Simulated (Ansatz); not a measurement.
Species: C2H5Ge, charge 0, doublet. C2H5Ge (SMILES C=[CH][GeH2], doublet).
B3LYP-D3(BJ)/def2-TZVP minimum from Ansatz (a first-principles code):
```xyz
8

Ge     0.6778    -0.2598    -0.1278
C     -0.9632     0.7609    -0.1199
C     -2.0767     0.3745     0.5080
H      0.7167    -1.2426     1.0650
H      1.9249     0.6521    -0.1512
H     -0.9835     1.6687    -0.7159
H     -2.9914     0.9561     0.4612
H     -2.1178    -0.5319     1.1023
```
Charge 0, spin multiplicity 2.

Wanted: atomisation energy (electronic, to ground-state atoms), in kJ/mol. UHF or UKS for unpaired electrons; spin-orbit terms are left out. Correlated methods leave the cores frozen (noble-gas shells, and filled d and f shells in the p block). No relativity. CBS(X,Y): correlation extrapolated as X^-3, Hartree-Fock from the larger set. A bracket is a step between two methods taken in the basis named. Double hybrids freeze cores in their MP2 part. For partners of very few electrons the exact lower level stands in for a higher one. The UHF reference of C2H5Ge (C=[CH][GeH2], doublet) is spin-contaminated (<S^2> up to 0.14 over the pure value in the sets run).

CCSD(T)/CBS(cc-pVTZ,cc-pVQZ) + [CCSDT(Q) - CCSD(T)]/cc-pVDZ (Ansatz) gives 2731.0 kJ/mol.

**Question.** What does PBE/def2-TZVPD (Ansatz) give here, and how do the other levels compare?

**Answer.** PBE gives 2768.8 kJ/mol, 37.8 kJ/mol above it. Differences of the others: r2SCAN/def2-TZVPD (Ansatz) 19.7; PBE0/def2-TZVPD (Ansatz) 3.1; wB97M-V/def2-TZVPD (Ansatz) -1.5; B2PLYP/def2-TZVPD (Ansatz) -36.0; CCSD(T)/CBS(cc-pVTZ,cc-pVQZ) (Ansatz) -3.5 kJ/mol.
